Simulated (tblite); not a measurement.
Compound: C₄H₅BBr₂Si.
Bonds: C1–C2 (triple), C2–C3, C3–C4 (double), C3–B5, B5–Si6, Si6–Br7, Si6–Br8. Hydrogens: H9 on C1; H10, H11 on C4; H12 on B5; H13 on Si6.

Computed with GFN2-xTB (tblite), gas phase: L-BFGS steps from a force-field or distance-geometry start until the largest atomic force falls under 0.01 eV/Å.

Step 25: E = -604.4615 eV
```
atom  x, y, z in Å  |  force x, y, z in eV/Å
C1     -1.0507    2.1631   -0.0715    0.019   0.004   0.004
C2     -1.0142    0.9636   -0.0570    0.031   0.029  -0.015
C3     -0.9173   -0.4537   -0.0436    0.023  -0.034   0.016
C4     -2.0609   -1.1681   -0.0932    0.025  -0.008  -0.007
B5      0.4746   -1.1228    0.0296    0.036  -0.020   0.011
Si6     2.1364   -0.1050    0.1054   -0.043  -0.009   0.003
Br7     2.2208    1.2609    1.8980   -0.016   0.005  -0.014
Br8     2.4009    1.2288   -1.6924   -0.016   0.015   0.001
H9     -1.0885    3.2100   -0.0821    0.008   0.058   0.002
H10    -3.0263   -0.6902   -0.1468   -0.025  -0.005   0.006
H11    -2.0484   -2.2439   -0.0832    0.000  -0.043  -0.003
H12     0.5236   -2.2947    0.0427   -0.034   0.005  -0.005
H13     3.4457   -0.7474    0.1764   -0.009   0.002   0.001
```

Step 26: E = -604.4618 eV
```
atom  x, y, z in Å  |  force x, y, z in eV/Å
C1     -1.0455    2.1616   -0.0712    0.017   0.018   0.003
C2     -1.0126    0.9619   -0.0564    0.046   0.012  -0.019
C3     -0.9165   -0.4564   -0.0438    0.010  -0.007   0.021
C4     -2.0622   -1.1676   -0.0933    0.015  -0.021  -0.009
B5      0.4761   -1.1261    0.0298    0.001  -0.007   0.008
Si6     2.1336   -0.1023    0.1053   -0.031  -0.021   0.005
Br7     2.2166    1.2628    1.8978   -0.017   0.009  -0.010
Br8     2.3965    1.2306   -1.6927   -0.017   0.019  -0.002
H9     -1.0812    3.2093   -0.0819    0.007   0.030   0.003
H10    -3.0282   -0.6889   -0.1471    0.009  -0.009   0.008
H11    -2.0519   -2.2437   -0.0832    0.000  -0.037  -0.004
H12     0.5271   -2.2980    0.0427   -0.036   0.012  -0.005
H13     3.4439   -0.7427    0.1762   -0.005   0.002   0.001
```

**Question.** Estimate the geometry and energy of step 27. (The exact step hangs on the optimiser's Hessian estimate; all steps are aligned on step 26, rigid shifts and turns removed.)

**Answer.** E = -604.4621 eV, largest force 0.052 eV/Å
```
atom  x, y, z in Å  |  force x, y, z in eV/Å
C1     -1.0418    2.1612   -0.0709    0.016   0.025   0.003
C2     -1.0105    0.9613   -0.0564    0.049  -0.004  -0.017
C3     -0.9157   -0.4582   -0.0436   -0.003   0.019   0.018
C4     -2.0626   -1.1676   -0.0935    0.005  -0.027  -0.007
B5      0.4772   -1.1284    0.0301   -0.030   0.004   0.005
Si6     2.1312   -0.1009    0.1053   -0.010  -0.021   0.002
Br7     2.2134    1.2642    1.8975   -0.018   0.011  -0.008
Br8     2.3932    1.2321   -1.6928   -0.018   0.018  -0.001
H9     -1.0765    3.2096   -0.0818    0.008   0.000   0.003
H10    -3.0293   -0.6884   -0.1471    0.037  -0.016   0.009
H11    -2.0538   -2.2442   -0.0833    0.002  -0.022  -0.004
H12     0.5287   -2.3001    0.0427   -0.035   0.009  -0.004
H13     3.4422   -0.7401    0.1761   -0.004   0.004   0.001
```

The energy changes by -0.0003 eV. The first-order estimate −F·Δx gives -0.0004 eV and the mean of the old and new forces, exact on a quadratic surface, -0.0003 eV. The step makes an angle of 71° with the force vector and moves no atom by more than 0.005 Å.

The cost below is that of the whole relaxation. On one thread, Arm Neoverse V2 (aarch64), shared host with 96 logical CPUs at a one-minute load of 80, this took 0.42 s of wall time.
